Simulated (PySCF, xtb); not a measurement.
H₈N₂Si₃, SMILES [SiH2]1[SiH](N)[SiH2]N1. Other conformers were not sampled.

Harmonic wavenumbers (cm⁻¹) from xtb with GFN2-xTB at its own minimum, in rising order: 101, 131, 151, 220, 339, 344, 370, 390, 436, 456, 518, 535, 538, 546, 608, 630, 670, 791, 813, 827, 844, 859, 879, 1161, 1531, 2100, 2111, 2130, 2159, 2172, 3468, 3468, 3503.

**Question.** What does PBE-D3(BJ)/def2-SVP (PySCF) give at its own minimum? (The exact figures need the calculation; the answer reports its results.)

**Answer.** 75, 135, 162, 238, 326, 376, 404, 420, 441, 442, 473, 598, 658, 665, 676, 682, 727, 823, 830, 857, 895, 934, 969, 1074, 1495, 2096, 2102, 2109, 2119, 2150, 3475, 3504, 3571. Paired by order, the mean absolute difference is 41 cm⁻¹ and the zero-point energies are 51.2 and 52.2 kcal/mol.
